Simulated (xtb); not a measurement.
B(H)2(Et) (C₂H₇B), SMILES BCC. All values are semi-empirical tight-binding results from xtb (GFN2-xTB unless named), good for trends rather than for accurate numbers. Geometry: GFN2-xTB.

Optimised geometry:

```xyz
10

B     -0.7655     1.0062     0.7361
H     -0.9161     1.3712     1.8376
H     -1.3539     1.5256    -0.1302
C      0.2296    -0.1737     0.4584
C      0.3844    -0.6243    -0.9948
H     -0.0664    -1.0358     1.0665
H      1.2153     0.1035     0.8493
H      0.7335     0.1987    -1.6143
H     -0.5690    -0.9651    -1.3917
H      1.0998    -1.4412    -1.0793
```
Charge 0, spin multiplicity 1.

```yaml
point_group_as_xtb_finds_it: Cs
orbital_gap: 4.28 eV
dipole_moment: 0.65 D
zero_point_energy: 52.6 kcal/mol
G − E(el) at 298.15 K (modified RRHO): 36.1 kcal/mol
static polarisability (D4 model): 40.2 bohr³
solvation energy, GFN2-xTB/ALPB(water): -0.9 kcal/mol
solvation energy, GFN2-xTB/ALPB(thf): -3.6 kcal/mol
```

Computed IR lines (harmonic; lines under 4 % of the strongest left out, lines within 3 cm⁻¹ merged):
ν (cm⁻¹): 840 (vs), 901 (w), 969 (m), 1199 (m), 1314 (w), 1450 (w), 2639 (s), 2674 (s), 2919 (m), 2947 (m), 3014 (m), 3034 (m), 3039 (m) (against the strongest line: vs over 80 %, s over 45 %, m over 15 %, w over 4 %, vw less)

### Question
Give the atomic charges and the Wiberg bond orders between heavy atoms. (Estimate from the structure and the level; the computed values follow.)

### Answer
charges (e) B1 0.24, H2 -0.10, H3 -0.09, C4 -0.13, C5 -0.10, H6 0.05, H7 0.05, H8 0.03, H9 0.03, H10 0.03. Bond orders B1–C4 1.07, C4–C5 1.02.
